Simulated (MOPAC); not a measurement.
Input for MOPAC: AM1 on FHSeTe (SMILES F[Te][SeH]), a point of a torsion scan.

```
AM1 1SCF PRECISE CHARGE=0 THREADS=1
FHSeTe

F      1.85935449 1    -0.67498669 1     0.27707748 1
Te     1.03049242 1     1.05950462 1    -0.28848201 1
Se    -1.27677251 1     0.45899793 1     0.31929454 1
H     -1.51140581 1     1.50649968 1     1.30153995 1
```

Output:

```
*******************************************************************************
 **                                                                           **
 **                              MOPAC v23.2.5                                **
 **                                                                           **
 *******************************************************************************
 ** MOPAC's Digital Object Identifier: https://doi.org/10.5281/zenodo.6511958 **
 **                                                                           **
 ** Please cite the open-source release paper for use of this MOPAC version:  **
 ** J. E. Moussa and J. J. P. Stewart (2026)                                  **
 ** MOPAC: An open-source semiempirical molecular orbital program             **
 ** J. Open Source Softw., 11(119), 8025, https://doi.org/10.21105/joss.08025 **
 *******************************************************************************

                              AM1 CALCULATION RESULTS

 *******************************************************************************
 *  AM1        - The AM1 Hamiltonian to be used
 *
 *
 *
 *                 CHARGE ON SYSTEM = 0
 *
 *
 *
 *  PRECISE    - TIGHTER CRITERIA TO BE USED
 *  1SCF       - DO 1 SCF AND THEN STOP
 *  THREADS=1  - MULTI-THREADING NOT USED
 *  T=         - A TIME OF 172800.0 SECONDS REQUESTED
 *  DUMP=N     - RESTART FILE WRITTEN EVERY 7200.0 SECONDS REQUESTED
 *******************************************************************************
AM1 1SCF PRECISE CHARGE=0 THREADS=1
 FHSeTe

   ATOM   CHEMICAL          X               Y               Z
  NUMBER   SYMBOL      (ANGSTROMS)     (ANGSTROMS)     (ANGSTROMS)

     1       F          1.85935449  *  -0.67498669  *   0.27707748  *
     2      Te          1.03049242  *   1.05950462  *  -0.28848201  *
     3      Se         -1.27677251  *   0.45899793  *   0.31929454  *
     4       H         -1.51140581  *   1.50649968  *   1.30153995  *



          CARTESIAN COORDINATES

    NO.       ATOM           X           Y           Z

     1         F          1.8594     -0.6750      0.2771
     2        Te          1.0305      1.0595     -0.2885
     3        Se         -1.2768      0.4590      0.3193
     4         H         -1.5114      1.5065      1.3015

  H: (AM1): M.J.S. DEWAR ET AL, J. AM. CHEM. SOC. 107 3902-3909 (1985)
  F: (AM1): M.J.S. DEWAR AND E. G. ZOEBISCH, THEOCHEM, 180, 1 (1988).
 Se: (AM1): J. J. P. STEWART, J. MOL. MOD., 10, 155-164 (2004)
 Te: (AM1): J. J. P. STEWART, J. MOL. MOD., 10, 155-164 (2004)

           Empirical Formula: H F Te Se  =     4 atoms



      MOLECULAR POINT GROUP   :   C1


      RHF CALCULATION, NO. OF DOUBLY OCCUPIED LEVELS = 10


 -------------------------------------------------------------------------------
 AM1 1SCF PRECISE CHARGE=0 THREADS=1
 FHSeTe



     1SCF WAS SPECIFIED, SO BFGS WAS NOT USED
     SCF FIELD WAS ACHIEVED


                              AM1 CALCULATION
                                                       MOPAC v23.2.5 Linux




          FINAL HEAT OF FORMATION =         -5.75458 KCAL/MOL =     -24.07715 KJ/MOL


          COSMO AREA              =        113.15 SQUARE ANGSTROMS
          COSMO VOLUME            =        102.45 CUBIC ANGSTROMS

          IONIZATION POTENTIAL    =          7.416072 EV
          HOMO LUMO ENERGIES (EV) =         -7.416 -2.439
          NO. OF FILLED LEVELS    =         10
          MOLECULAR WEIGHT        =        226.5663         POINT GROUP:  C1

          MOLECULAR DIMENSIONS (Angstroms)

            Atom       Atom       Distance
            H     4    F     1     4.14372
           Se     3   Te     2     1.76804
           Te     2    F     1     0.83899


          SCF CALCULATIONS        =          1





   ATOM   CHEMICAL          X               Y               Z
  NUMBER   SYMBOL      (ANGSTROMS)     (ANGSTROMS)     (ANGSTROMS)

     1       F          1.85935449  *  -0.67498669  *   0.27707748  *
     2      Te          1.03049242  *   1.05950462  *  -0.28848201  *
     3      Se         -1.27677251  *   0.45899793  *   0.31929454  *
     4       H         -1.51140581  *   1.50649968  *   1.30153995  *

                             CARTESIAN COORDINATES

   1    F        1.859354490    -0.674986690     0.277077480
   2   Te        1.030492420     1.059504620    -0.288482010
   3   Se       -1.276772510     0.458997930     0.319294540
   4    H       -1.511405810     1.506499680     1.301539950


           Empirical Formula: H F Te Se  =     4 atoms



      MOLECULAR POINT GROUP   :   C1


                  EIGENVALUES
 -45.74569 -23.80885 -19.67724 -14.02982 -13.93865 -13.33889 -12.76225 -10.09854
  -8.64856  -7.41607  -2.43923  -0.49171   0.15449


              NET ATOMIC CHARGES AND DIPOLE CONTRIBUTIONS

  ATOM NO.   TYPE          CHARGE      No. of ELECS.   s-Pop       p-Pop
    1          F          -0.359326        7.3593     1.94819     5.41114
    2         Te           0.430341        5.5697     1.95662     3.61304
    3         Se          -0.055587        6.0556     1.97329     4.08230
    4          H          -0.015429        1.0154     1.01543
 DIPOLE           X         Y         Z       TOTAL
 POINT-CHG.    -0.626     3.121    -1.256     3.422
 HYBRID        -0.074    -0.641     1.079     1.258
 SUM           -0.700     2.479    -0.177     2.583


          ATOMIC ORBITAL ELECTRON POPULATIONS

     Atom    s        px        py        pz
    1  F   1.94819   1.87286   1.58356   1.95472
    2 Te   1.95662   0.91324   0.93662   1.76318
    3 Se   1.97329   1.18916   1.38343   1.50971
    4  H   1.01543

 **********************
 *                    *
 * JOB ENDED NORMALLY *
 *                    *
 **********************




 == MOPAC DONE ==
```

The run finished.

Cost: very roughly 0.020 core-seconds.
